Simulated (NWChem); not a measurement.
System: GeN2H5Cl; SMILES [NH2][GeH]([NH2])[Cl]

Here is an NWChem input.

```
start job
memory heap 200 mb stack 900 mb global 1100 mb
geometry units angstroms noautosym nocenter noautoz
  Ge    -0.010239    -0.361119     0.320212
  N     -1.444305    -1.327706    -0.275270
  N      1.450963    -1.123732    -0.495839
  Cl     0.078883     1.730462    -0.364170
  H     -0.101576    -0.298191     1.867952
  H     -1.489903    -1.389557    -1.298938
  H     -2.353624    -1.014725     0.081791
  H      2.267276    -0.501804    -0.492163
  H      1.722620    -2.024721    -0.084732
end
basis spherical
  * library 6-31g*
end
dft
  xc xcamb88 1.00 lyp 0.81 vwn_5 0.19 hfexch 1.00
  cam 0.33 cam_alpha 0.19 cam_beta 0.46
  iterations 150
end
property
  efieldgrad
end
task dft property
```

NWChem printed, in part:

```
             Northwest Computational Chemistry Package (NWChem) 7.3.0
             --------------------------------------------------------

                             Geometry "geometry" -> ""
                             -------------------------

 Output coordinates in angstroms (scale by  1.889725989 to convert to a.u.)

  No.       Tag          Charge          X              Y              Z
 ---- ---------------- ---------- -------------- -------------- --------------
    1 Ge                  32.0000    -0.01023900    -0.36111900     0.32021200
    2 N                    7.0000    -1.44430500    -1.32770600    -0.27527000
    3 N                    7.0000     1.45096300    -1.12373200    -0.49583900
    4 Cl                  17.0000     0.07888300     1.73046200    -0.36417000
    5 H                    1.0000    -0.10157600    -0.29819100     1.86795200
    6 H                    1.0000    -1.48990300    -1.38955700    -1.29893800
    7 H                    1.0000    -2.35362400    -1.01472500     0.08179100
    8 H                    1.0000     2.26727600    -0.50180400    -0.49216300
    9 H                    1.0000     1.72262000    -2.02472100    -0.08473200

 Effective nuclear repulsion energy (a.u.)     382.0411729521

                              NWChem Property Module
                              ----------------------

  itol2e modified to match energy
  convergence criterion.

                                 NWChem DFT Module
                                 -----------------

 Summary of "ao basis" -> "ao basis" (spherical)
 ------------------------------------------------------------------------------
       Tag                 Description            Shells   Functions and Types
 ---------------- ------------------------------  ------  ---------------------
 Ge                          6-31g*                 12       32   5s4p3d
 N                           6-31g*                  6       14   3s2p1d
 Cl                          6-31g*                  8       18   4s3p1d
 H                           6-31g*                  2        2   2s

  itol2e modified to match energy
  convergence criterion.

            General Information
            -------------------
          SCF calculation type: DFT
          Wavefunction type:  closed shell.
          No. of atoms     :     9
          No. of electrons :    68
           Alpha electrons :    34
            Beta electrons :    34
          Charge           :     0
          Spin multiplicity:     1
          Use of symmetry is: off; symmetry adaption is: off
          Maximum number of iterations: 150
          AO basis - number of functions:    88
                     number of shells:    42
          Convergence on energy requested:  1.00D-07
          Convergence on density requested:  1.00D-05
          Convergence on gradient requested:  5.00D-04

              XC Information
              --------------
                     Hartree-Fock (Exact) Exchange  1.000
                   CAM-Becke88 Exchange Functional  1.000
                      VWN V Correlation Functional  0.190 local
              Lee-Yang-Parr Correlation Functional  0.810

           Range-Separation Parameters
           ---------------------------
           Alpha           :  0.19
           Beta            :  0.46
           Gamma           :  0.33
           Short-Range HF  :     F

             Grid Information
             ----------------
          Grid used for XC integration:  fine
          Radial quadrature: Mura-Knowles
          Angular quadrature: Lebedev.
          Tag              B.-S. Rad. Rad. Pts. Rad. Cut. Ang. Pts.
          ---              ---------- --------- --------- ---------
          Ge                  1.25      140           8.0       974
          N                   0.65       70          10.0       590
          Cl                  1.00      123          11.0       770
          H                   0.35       60          11.0       590
          Grid pruning is: on
          Number of quadrature shells:   703
          Spatial weights used:  Erf1

      Superposition of Atomic Density Guess
      -------------------------------------

 Sum of atomic energies:       -2645.55065838

      Non-variational initial energy
      ------------------------------

 Total energy =   -2646.937481
 1-e energy   =   -4440.600848
 2-e energy   =    1411.622194
 HOMO         =      -0.340110
 LUMO         =       0.042500

   convergence    iter        energy       DeltaE   RMS-Dens  Diis-err
 ---------------- ----- ----------------- --------- --------- ---------
 d= 0,ls=0.0,diis     1  -2649.4747905010 -3.03D+03  1.15D-02  6.17D-01
 d= 0,ls=0.0,diis     2  -2649.5059048540 -3.11D-02  5.06D-03  3.67D-01
 d= 0,ls=0.0,diis     3  -2649.5455169898 -3.96D-02  1.20D-03  3.39D-02
 d= 0,ls=0.0,diis     4  -2649.5485969142 -3.08D-03  3.96D-04  1.74D-03
 d= 0,ls=0.0,diis     5  -2649.5487730630 -1.76D-04  8.67D-05  3.55D-05
  Resetting Diis
 d= 0,ls=0.0,diis     6  -2649.5487788820 -5.82D-06  2.91D-05  4.88D-06
 d= 0,ls=0.0,diis     7  -2649.5487795386 -6.57D-07  1.37D-05  1.01D-06
 d= 0,ls=0.0,diis     8  -2649.5487795305  8.12D-09  6.95D-06  1.36D-06

         Total DFT energy =    -2649.548779530525
      One electron energy =    -4442.921796786231
           Coulomb energy =     1534.438378133928
    Exchange-Corr. energy =     -123.106533830346
 Nuclear repulsion energy =      382.041172952123

 Numeric. integr. density =       68.000000189429

                       DFT Final Molecular Orbital Analysis
                       ------------------------------------

 Vector   32  Occ=2.000000D+00  E=-3.644820D-01
              MO Center=  1.0D-01,  1.4D+00, -2.6D-01, r^2= 2.1D+00
   Bfn.  Coefficient  Atom+Function         Bfn.  Coefficient  Atom+Function
  ----- ------------  ---------------      ----- ------------  ---------------
    69      0.662996  4 Cl pz                73      0.371762  4 Cl pz
    65     -0.260124  4 Cl pz                68      0.150278  4 Cl py
    80     -0.116159  5 H  s                 67     -0.088138  4 Cl px
    72      0.087903  4 Cl py                52      0.086684  3 N  s
    79     -0.086152  5 H  s                 13     -0.079197  1 Ge pz

[...]

          -----------------------
          Electric field gradient
          -----------------------

 1 a.u. = 0.324123 10**(16) esu/cm**3  ( or statvolts/cm**2 ) = 0.97174 10**(22) v/m**2

 ------------------------------------------------------------
   Atom      X         Y         Z
 ------------------------------------------------------------
    1 Ge  -0.01935  -0.68242   0.60511
 ------------------------------------------------------------

 Electric field gradient in molecular frame (a.u.)
         XX             YY             ZZ             XY             XZ             YZ
 ------------------------------------------------------------------------------------------
        0.275434      -1.011550       0.736116       0.032474      -0.054200       0.510338

 Principal components (a.u.) and orientation
 of principal axis w.r.t. absolute frame                      Asymmetry parameter eta
 --------------------------------------------------------------------------------------
       -1.151113       0.877424       0.273689                       0.524479

       -0.031903      -0.072747       0.996840
        0.964605       0.258959       0.049770
       -0.261761       0.963145       0.061910

 ------------------------------------------------------------
   Atom      X         Y         Z
 ------------------------------------------------------------
    2 N   -2.72934  -2.50900  -0.52018
 ------------------------------------------------------------

 Electric field gradient in molecular frame (a.u.)
         XX             YY             ZZ             XY             XZ             YZ
 ------------------------------------------------------------------------------------------
       -0.347200       0.630711      -0.283511      -0.116356       0.112270      -0.383674

 Principal components (a.u.) and orientation
 of principal axis w.r.t. absolute frame                      Asymmetry parameter eta
 --------------------------------------------------------------------------------------
        0.789648      -0.465898      -0.323750                       0.180014

       -0.129268      -0.543922       0.829119
        0.929365       0.225116       0.292579
       -0.345788       0.808376       0.476402

 ------------------------------------------------------------
   Atom      X         Y         Z
 ------------------------------------------------------------
    3 N    2.74192  -2.12355  -0.93700
 ------------------------------------------------------------

 Electric field gradient in molecular frame (a.u.)
         XX             YY             ZZ             XY             XZ             YZ
 ------------------------------------------------------------------------------------------
       -0.298077      -0.424978       0.723055       0.025841       0.296930       0.217311

 Principal components (a.u.) and orientation
 of principal axis w.r.t. absolute frame                      Asymmetry parameter eta
 --------------------------------------------------------------------------------------
        0.840207      -0.472358      -0.367849                       0.124384

        0.252375       0.261974       0.931492
        0.168808       0.935971      -0.308970
        0.952791      -0.235220      -0.191992

 ------------------------------------------------------------
   Atom      X         Y         Z
 ------------------------------------------------------------
    4 Cl   0.14907   3.27010  -0.68818
 ------------------------------------------------------------

 Electric field gradient in molecular frame (a.u.)
         XX             YY             ZZ             XY             XZ             YZ
 ------------------------------------------------------------------------------------------
        1.005803      -1.833862       0.828059      -0.151545       0.023616       0.972301

 Principal components (a.u.) and orientation
 of principal axis w.r.t. absolute frame                      Asymmetry parameter eta
 --------------------------------------------------------------------------------------
       -2.158425       1.149782       1.008643                       0.065390

        0.047793      -0.176455       0.983148
        0.949677       0.313069       0.010023
       -0.309562       0.933194       0.182538

 ------------------------------------------------------------
   Atom      X         Y         Z
 ------------------------------------------------------------
    5 H   -0.19195  -0.56350   3.52992
 ------------------------------------------------------------

 Electric field gradient in molecular frame (a.u.)
         XX             YY             ZZ             XY             XZ             YZ
 ------------------------------------------------------------------------------------------
        0.070718       0.072389      -0.143106       0.000769       0.011218      -0.009579

 Principal components (a.u.) and orientation
 of principal axis w.r.t. absolute frame                      Asymmetry parameter eta
 --------------------------------------------------------------------------------------
       -0.144120       0.072861       0.071259                       0.011114

       -0.052253       0.171063       0.983873
        0.044327       0.984646      -0.168844
        0.997650      -0.034789       0.059033

 ------------------------------------------------------------
   Atom      X         Y         Z
 ------------------------------------------------------------
    6 H   -2.81551  -2.62588  -2.45464
 ------------------------------------------------------------

 Electric field gradient in molecular frame (a.u.)
         XX             YY             ZZ             XY             XZ             YZ
 ------------------------------------------------------------------------------------------
        0.153254       0.202911      -0.356165      -0.005965      -0.021961      -0.037977

 Principal components (a.u.) and orientation
 of principal axis w.r.t. absolute frame                      Asymmetry parameter eta
 --------------------------------------------------------------------------------------
       -0.359704       0.205865       0.153839                       0.144638

        0.043461      -0.086093       0.995339
        0.067743       0.994241       0.083040
        0.996756      -0.063818      -0.049042

 ------------------------------------------------------------
   Atom      X         Y         Z
 ------------------------------------------------------------
    7 H   -4.44770  -1.91755   0.15456
 ------------------------------------------------------------

 Electric field gradient in molecular frame (a.u.)
         XX             YY             ZZ             XY             XZ             YZ
 ------------------------------------------------------------------------------------------
       -0.249836       0.151768       0.098068       0.143341       0.159922      -0.075499

 Principal components (a.u.) and orientation
 of principal axis w.r.t. absolute frame                      Asymmetry parameter eta
 --------------------------------------------------------------------------------------
       -0.362615       0.208487       0.154128                       0.149909

        0.885244       0.134653       0.445210
       -0.298984       0.897965       0.322904
       -0.356303      -0.418959       0.835177

 ------------------------------------------------------------
   Atom      X         Y         Z
 ------------------------------------------------------------
    8 H    4.28453  -0.94827  -0.93005
 ------------------------------------------------------------

 Electric field gradient in molecular frame (a.u.)
         XX             YY             ZZ             XY             XZ             YZ
 ------------------------------------------------------------------------------------------
       -0.171762      -0.035553       0.207314      -0.247233       0.001067       0.001556

 Principal components (a.u.) and orientation
 of principal axis w.r.t. absolute frame                      Asymmetry parameter eta
 --------------------------------------------------------------------------------------
       -0.360104       0.207326       0.152778                       0.151479

        0.795473      -0.004054      -0.605975
        0.605980       0.010533       0.795410
       -0.003158       0.999936      -0.010836

 ------------------------------------------------------------
   Atom      X         Y         Z
 ------------------------------------------------------------
    9 H    3.25528  -3.82617  -0.16012
 ------------------------------------------------------------

 Electric field gradient in molecular frame (a.u.)
         XX             YY             ZZ             XY             XZ             YZ
 ------------------------------------------------------------------------------------------
        0.120141      -0.235448       0.115307       0.121251      -0.045579       0.200118

 Principal components (a.u.) and orientation
 of principal axis w.r.t. absolute frame                      Asymmetry parameter eta
 --------------------------------------------------------------------------------------
       -0.360900       0.207328       0.153572                       0.148950

       -0.259552       0.151113       0.953833
        0.881188       0.441186       0.169888
       -0.395146       0.884601      -0.247670
```

Level: CAM-B3LYP/6-31G* (spherical d). Geometry: optimised at PBE-D3(BJ)/def2-SVP. NWChem prints the field gradient with the sign opposite to the second derivative of the potential.
